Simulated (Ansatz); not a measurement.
Ansatz (a program for electronic structure) input (B3LYP/LANL2DZ): The .json file is the Basis Set Exchange's LANL2DZ.

Ansatz 0.2 input:
```yaml
crystal:
  periodic: [false, false, false]
  atoms:
    - {symbol: B, position_ang: [-0.80708184, 0.23355661, -0.04263948]}
    - {symbol: N, position_ang: [0.70790059, -0.11185525, 0.01263700]}
    - {symbol: H, position_ang: [-1.54209566, -0.74848484, -0.37384746]}
    - {symbol: H, position_ang: [-1.13051212, 1.32525768, -0.32548686]}
    - {symbol: H, position_ang: [-1.51449509, -0.44506862, 0.76568210]}
    - {symbol: H, position_ang: [0.92283706, -1.07938073, 0.26504867]}
    - {symbol: H, position_ang: [1.19131778, 0.49176416, 0.68657754]}
    - {symbol: H, position_ang: [1.15305309, 0.07111606, -0.89323561]}
basis:
  gaussian:
    orbitals: LANL2DZ.json
hamiltonian:
  xc: {name: B3LYP}
total_charge: 1
magnetization: {spin_polarized: true, initial_magnetization: 1}
relax: {f_tol: 0.003, max_steps: 120}
```

### Question
Predict the final energy.

### Answer
-82.86684 Eh.
